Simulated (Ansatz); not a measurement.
Cost and result for the atomization energy of CH₇BFGeN (12 atoms, 12 bonds).

```xyz
12

B     0.4390   -1.1661    0.5212
Ge    0.9222   -0.0251   -1.1731
C    -0.7549    0.7479   -0.3366
N    -0.4446    0.1512    0.9883
F    -1.0602    2.0779   -0.1915
H    -0.3360   -2.0461    0.2472
H     1.2662   -1.4312    1.3500
H     0.6927   -0.3751   -2.6538
H     2.0132    1.0671   -1.1055
H    -1.6426    0.2342   -0.7147
H    -1.2592   -0.0238    1.5733
H     0.1642    0.7891    1.4951
```

Charge 0, multiplicity 1. Correlated methods include outer-core shells of Ge, which these sets cover unevenly. Scalar relativity is left out up to krypton. The bonds changed during the relaxation, so this is another structure than the one it started from. The geometry is a stationary point of PBE0-D4/def2-TZVP. It is one conformer, not always the lowest. Program: Ansatz. All runs use 4 threads of an Arm Neoverse V2 on a shared host. Times are those of one run each, without the atoms' runs, and a repeat can differ threefold. Electronic energies, without spin–orbit coupling; frozen cores. CCSD(T)/CBS adds CCSD(T) − MP2 in def2-TZVPP to the MP2 limit, and its time is that of the two runs behind it. T1 = 0.012. With those shells the extrapolation isn't a true limit. B3LYP takes the VWN-RPA correlation (the form of Gaussian; ORCA's B3LYP/G).

CCSD(T)/CBS is a level of theory with its own doubt, some kJ/mol a heavy atom from the limit and from the frozen cores, so smaller differences don't rank the functionals.

```
                             level  functions  wall time
   PBE-D4/def2-TZVPP (with forces)        270      3.1 s
                PBE0-D4/def2-TZVPP        270      4.1 s
r2SCAN-D4/def2-TZVPP (with forces)        270      6.5 s
 B3LYP-D4/def2-TZVPP (with forces)        270      6.5 s
                 B2PLYP/def2-TZVPP        270        8 s
                ωB97X-V/def2-TZVPP        270       11 s
  ωB97M-V/def2-TZVPP (with forces)        270       16 s
                    MP2/def2-QZVPP        527       44 s
                CCSD(T)/def2-TZVPP        270    6.2 min
                 CCSD(T)/CBS(def2)          –    6.9 min
```

Question: What atomization energy does each give, and how far from CCSD(T)/CBS? (Best estimate.)

Answer: Computed: 
```
                             level  atomization (kJ/mol)  difference from CCSD(T)/CBS  per bond
   PBE-D4/def2-TZVPP (with forces)                4092.6                         86.1       7.2
                PBE0-D4/def2-TZVPP                4016.4                          9.9       0.8
r2SCAN-D4/def2-TZVPP (with forces)                4018.9                         12.4       1.0
 B3LYP-D4/def2-TZVPP (with forces)                4003.8                         -2.7      -0.2
                 B2PLYP/def2-TZVPP                3956.9                        -49.6      -4.1
                ωB97X-V/def2-TZVPP                4029.9                         23.4       1.9
  ωB97M-V/def2-TZVPP (with forces)                4015.5                          9.0       0.8
                    MP2/def2-QZVPP                4010.7                          4.2       0.4
                CCSD(T)/def2-TZVPP                3910.0                        -96.5      -8.0
                 CCSD(T)/CBS(def2)                4006.5                          0.0       0.0
```

The D4 term adds +39.5 kJ/mol with B3LYP and +20.5 kJ/mol with PBE0; it sums over pairs of atoms, weighted by their polarisabilities, and B3LYP, whose exchange is more repulsive, gets the larger term. In def2-TZVPP, CCSD(T) changes the Hartree–Fock value by +1087.2 kJ/mol (the triples alone add +63.2 kJ/mol) and MP2 by +1131.9 kJ/mol; breaking electron pairs costs correlation energy, which Hartree–Fock lacks. From PBE to PBE0 (25 % exact exchange), in def2-TZVPP and without D4, the atomization energy moves by −72.2 kJ/mol: exact exchange takes away binding that semilocal exchange gives to molecules.
